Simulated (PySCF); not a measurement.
C₃H₄O₂Si. Atoms are numbered in the order given.

```xyz
10

O     -0.3783    -2.3047     0.0000
C     -0.1169    -1.1250     0.0000
C      1.2669    -0.5282     0.0000
C      1.3485     0.8228     0.0000
Si    -0.4250     1.4366     0.0000
O     -1.0924    -0.1484     0.0000
H      2.1163    -1.2298     0.0000
H      2.3059     1.3651     0.0000
H     -0.8486     2.1797    -1.2305
H     -0.8486     2.1797     1.2305
```
Charge 0, spin multiplicity 1.

Geometry: PBE-D3(BJ)/def2-SVP. This is a generated structure with no PubChem entry under its InChIKey; it may be hypothetical.

Method: r2SCAN/def2-TZVP (PySCF).

The molecule is in vacuum.

```yaml
total_energy: -556.64837 hartree
point_group: Cs
highest_occupied_level: -6.91 eV
lowest_empty_level: -2.89 eV
orbital_gap: 4.02 eV
dipole_moment: 4.46 D
quadrupole, principal values (traceless, Buckingham form, about the centre of nuclear charge): -6.19, 0.71, 5.48 D·Å
mean_static_polarisability: 63.4 bohr³ (9.39 Å³)
polarisability_principal_values: 44.4, 59.8, 85.9 bohr³
```
